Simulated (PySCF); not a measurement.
# Correlation energy of Ga (gallium, neutral)

[Ar] 3d10 4s1 4p1 5s1, high-spin 4P determinant (an excited configuration). Computed with PySCF 2.14 in aug-cc-pVQZ-DK (8s7p5d3f2g, 93 functions), with the spin-free X2C one-electron Hamiltonian (Gaussian nucleus). Frozen: [Ar] 3d10; 3 electrons correlated.

```tsv
level	correlation energy (mhartree)
CCSD	-10.03
(T)	-0.10
CCSD(T)	-10.13
```

Diagnostics: T1 = 0.014, D1 = 0.0335, largest double amplitude 0.039.

Q: Is a single reference adequate?

A: Yes, within this model without spin-orbit coupling: T1 lies below 0.03 and no double amplitude reaches 0.07.
